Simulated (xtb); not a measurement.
C3H6F2Si, SMILES F[SiH2][C@@H]1C[C@@H]1F. All values are semi-empirical tight-binding results from xtb (GFN2-xTB unless named), good for trends rather than for accurate numbers. The structure is a stationary point at GFN2-xTB. The structure was generated by enumeration; whether it is a known compound was not checked. One conformer was computed; it need not be the lowest.

**Question.** Estimate the properties. (An estimate is asked for; the answer gives what the named calculation found.)

**Answer.** 
- orbital gap: 6.14 eV
- dipole moment: 1.63 D
- zero-point energy: 51.1 kcal/mol
- G − E(el) at 298.15 K (modified RRHO): 31.3 kcal/mol
- static polarisability (D4 model): 63.8 bohr³
- solvation energy, GFN2-xTB/ALPB(water): -1.1 kcal/mol
- solvation energy, GFN2-xTB/ALPB(chcl3): -4.1 kcal/mol
